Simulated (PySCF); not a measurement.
Run record: excited-state job, `C1CC[CH]1[AlH2]`.

Computed with TDDFT PBE0/def2-SVPD, vertical, gas phase, core orbitals frozen in the response (PySCF 2.14.0, density-fitted response routines). Geometry: GFN2-xTB. The input is one job of a driver script: a line of settings, then coordinates in Å.

Command:
```bash
OMP_NUM_THREADS=1 python probes_run.py task.json out
```

Input:
```
{"job": {"kind": "uv", "xc": "PBE0", "basis": "def2-SVPD", "nstates": 8, "ntriplets": 3}, "charge": 0, "multiplicity": 1}
Al     1.789374    -0.606109     0.345825
C      0.177786     0.441453     0.906881
C     -0.168391     1.165756    -0.418973
C     -0.842221    -0.124665    -0.878684
C     -0.950643    -0.569160     0.577701
H      2.845777     0.030644    -0.596532
H      1.873466    -2.127295     0.642233
H      0.004206     1.037748     1.807379
H      0.672874     1.513107    -1.032384
H     -0.874555     1.985598    -0.292674
H     -1.755117    -0.050608    -1.466551
H     -0.120034    -0.758701    -1.414940
H     -0.744383    -1.629387     0.772660
H     -1.908817    -0.308854     1.025892
```

**Question.** What does the run print?

**Answer.** 
```
coarse grid: 11552 points
cycle   1  E = -399.6194890479  dE =  3.857e-01  |g| = 3.722e-01  |ddm| = 5.535e+00
cycle   2  E = -399.5949048919  dE =  2.458e-02  |g| = 4.891e-01  |ddm| = 1.467e+00
cycle   3  E = -399.6599572774  dE = -6.505e-02  |g| = 4.199e-02  |ddm| = 1.060e+00
cycle   4  E = -399.6604131598  dE = -4.559e-04  |g| = 9.861e-03  |ddm| = 2.584e-01
cycle   5  E = -399.6604322522  dE = -1.909e-05  |g| = 5.252e-03  |ddm| = 3.843e-02
cycle   6  E = -399.6604392730  dE = -7.021e-06  |g| = 5.822e-04  |ddm| = 1.350e-02
final grid: 105072 points
cycle   7  E = -399.7181183763  dE = -2.685e-05  |g| = 7.250e-03  |ddm| = 1.499e-01
cycle   8  E = -399.7181065085  dE =  1.187e-05  |g| = 9.890e-03  |ddm| = 4.244e-02
cycle   9  E = -399.7181323347  dE = -2.583e-05  |g| = 3.890e-04  |ddm| = 2.749e-02
cycle  10  E = -399.7181323682  dE = -3.349e-08  |g| = 1.558e-04  |ddm| = 1.312e-03
cycle  11  E = -399.7181323741  dE = -5.878e-09  |g| = 3.719e-05  |ddm| = 4.614e-04
cycle  12  E = -399.7181323744  dE = -3.930e-10  |g| = 6.283e-06  |ddm| = 1.793e-04
converged SCF energy = -399.7181323744

Static polarisability (au): isotropic 72.975, principal 65.392 71.506 82.028

Singlet excitations
state   eV       nm        f      main configurations
  1   4.5634    271.7   0.01105   H->L 0.99
  2   5.4663    226.8   0.00029   H-1->L 0.99
  3   6.2870    197.2   0.00518   H-2->L 0.98
  4   6.3107    196.5   0.00049   H-3->L 0.99
  5   6.7005    185.0   0.01878   H->L+1 0.94
  6   7.1838    172.6   0.04394   H->L+2 0.79, H->L+3 0.13
  7   7.3344    169.0   0.00431   H->L+4 0.77, H->L+3 0.21
  8   7.3610    168.4   0.00455   H->L+5 0.96

Triplet excitations (Tamm-Dancoff, eV): 4.2063 4.9391 6.1066
```

The SCF starts on a coarse grid where the log names one; the energy can jump when the final grid takes over, and dE then counts from the start density on the new grid. H and L stand for HOMO and LUMO; the number after each pair is its weight.

**Question.** Give the mean polarisability as a volume in Å³, and the ratio of the largest to the smallest principal value.

**Answer.** 72.975 au × 0.148185 = 10.81 Å³; 82.028/65.392 = 1.25.

**Question.** Give S1 in cm⁻¹ and kJ/mol.

**Answer.** 4.5634 eV × 8065.54 = 36806 cm⁻¹; × 96.485 = 440.3 kJ/mol.

Main results: HOMO -7.17 eV, LUMO -1.25 eV; lowest singlet 4.56 eV; lowest triplet 4.21 eV (Tamm–Dancoff); mean polarisability 73.0 au.

**Question.** How long does this job take on an Arm Neoverse N1 with one thread, shared host with 64 logical CPUs at a one-minute load of 57? And the peak memory of the process?

**Answer.** About 38 s (density and orbital grids were written too), with 0.71 GiB resident at the peak, the Python interpreter and its libraries included.

One conformer stands for the species.
Labels such as C1 count atoms from 1, the log's own numbers from 0.
